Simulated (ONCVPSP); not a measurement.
# Potentials for B (Z = 5) compared

Generated with ld1.x 7.5 (TM, RRKJ, ultrasoft, PAW), atompaw 4.2 or ONCVPSP 4.0.1. The cutoff is in Ry: for ld1.x and atompaw files where the sum of valence levels is converged to 10 mRy in a Bessel basis, for ONCV files where the hardest occupied wave has 1 mHa per electron of residual kinetic energy. The error is the largest all-electron minus pseudo excitation energy over each file’s own four to seven test configurations (ionisations up to +4, promotions, holes and added fractions of an electron), all of which were solved. The labels leave out finer settings (local radius, basis sizes, second energies), which also bear on the numbers. Spin-polarised tests are not counted. The rows are a selection from randomly drawn settings: files with unsolved tests, undetermined cutoffs or missed reference levels are left out.

A true bound ghost makes a file unfit for plane-wave use even where its test errors are small: the radial tests pick states by their node count and pass the ghost by.

| potential | cutoff (Ry) | largest error (meV) | bound ghosts |
| --- | --- | --- | --- |
| ONCV, LDA (Perdew-Wang 92), scalar-relativistic, rc 1.26/3.85/3.15 (spd), local smoothed, core correction no, reference 2s2 2p1, qcut 6.6/4.5/3.4, projectors 2/2/2 | 26 | +522 | d |
| ONCV, LDA (Perdew-Wang 92), scalar-relativistic, rc 1.30/2.30 (sp), local smoothed, core correction yes, reference 2s1.5 2p1.5, qcut 4.4/7.2, projectors 1/2 | 25 | +104 | none |
| ONCV, PBE, fully relativistic, rc 1.40/2.25/2.00 (spd), local smoothed, core correction yes, reference 2s2 2p0.5, qcut 4.6/5.8/5.1, projectors 1/3/1 | 23 | +92 | none |
| ONCV, PBEsol, scalar-relativistic, rc 1.50/1.15/1.60 (spd), local smoothed, core correction yes, reference 2s2, qcut 5.2/7.6/5.1, projectors 2/3/1 | 22 | +22 | none |

Question: Fill in the row for B: ONCV, PBE, scalar-relativistic, rc 1.50/2.45 (sp), local smoothed, core correction no, reference 2s2 2p1, qcut 5.2/4.5, projectors 2/2.

Answer: cutoff 21 Ry, largest error +188 meV, bound ghosts: none.

Question: Fill in the row for B: ONCV, PBE, non-relativistic, rc 1.20/2.70/2.25 (spd), local s, core correction no, reference 2s2 2p0.5, qcut 4.4/4.2/5.1, projectors 0/2/2.

Answer: cutoff 26 Ry, largest error +155 meV, bound ghosts: none.

Question: Fill in the row for B: ONCV, PBE, scalar-relativistic, rc 1.75/2.30/2.10 (spd), local smoothed, core correction yes, reference 2s2 2p1, qcut 4.2/5.6/5.3, projectors 1/1/2.

Answer: cutoff 20 Ry, largest error +94 meV, bound ghosts: none.
